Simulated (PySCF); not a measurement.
## Assignment exercise: H8O4Si4

Geometry:
```json
{"atom": "Si1", "x (Å)": "2.529", "y (Å)": "0.428", "z (Å)": "-0.589"}
{"atom": "O2", "x (Å)": "1.690", "y (Å)": "0.589", "z (Å)": "0.797"}
{"atom": "Si3", "x (Å)": "0.229", "y (Å)": "0.332", "z (Å)": "1.419"}
{"atom": "O4", "x (Å)": "-0.833", "y (Å)": "1.331", "z (Å)": "0.711"}
{"atom": "Si5", "x (Å)": "-1.880", "y (Å)": "1.038", "z (Å)": "-0.495"}
{"atom": "O6", "x (Å)": "-1.956", "y (Å)": "-0.563", "z (Å)": "-0.763"}
{"atom": "Si7", "x (Å)": "-1.153", "y (Å)": "-1.790", "z (Å)": "-0.061"}
{"atom": "O8", "x (Å)": "-0.209", "y (Å)": "-1.202", "z (Å)": "1.123"}
{"atom": "H9", "x (Å)": "3.830", "y (Å)": "0.961", "z (Å)": "-0.194"}
{"atom": "H10", "x (Å)": "1.896", "y (Å)": "1.213", "z (Å)": "-1.652"}
{"atom": "H11", "x (Å)": "2.586", "y (Å)": "-0.988", "z (Å)": "-0.960"}
{"atom": "H12", "x (Å)": "0.232", "y (Å)": "0.560", "z (Å)": "2.840"}
{"atom": "H13", "x (Å)": "-3.178", "y (Å)": "1.456", "z (Å)": "0.007"}
{"atom": "H14", "x (Å)": "-1.353", "y (Å)": "1.636", "z (Å)": "-1.713"}
{"atom": "H15", "x (Å)": "-0.301", "y (Å)": "-2.368", "z (Å)": "-1.090"}
{"atom": "H16", "x (Å)": "-2.134", "y (Å)": "-2.626", "z (Å)": "0.609"}
```

No relativistic terms, no solvent model, fast rotation and ring inversion assumed for equivalent nuclei, single conformer. PBE0/pcSseg-1 with gauge-including orbitals; GFN2-xTB geometry; PySCF 2.14.

Referencing at the same level of theory: 1H (31.72 ppm) vs TMS.

Assign these signals to the numbered atoms. 1H NMR (600 MHz, computed): δ 5.30 (m, 2H), 5.27 (s, 3H), 5.17 (m, 2H), 4.26 (s, 1H).

Results:


5.30 → H14/H15, hydrogen on a silicon bonded to 2 O, in a 6-membered ring
5.27 → H9/H10/H11, hydrogen on a silicon bonded to O
5.17 → H13/H16, hydrogen on a silicon bonded to 2 O, in a 6-membered ring
4.26 → H12, hydrogen on a silicon bonded to 3 O, in a 6-membered ring

H14/H15 and H9/H10/H11; H9/H10/H11 and H13/H16 lie closer than the usual error of such a calculation, so a measured spectrum could show them in the other order.

No couplings were computed; multiplicities are counted from neighbouring protons, with m where these are inequivalent, close in shift, in a saturated or five-membered ring or joined by F or P, and br s for small geminal =CH2 splittings.
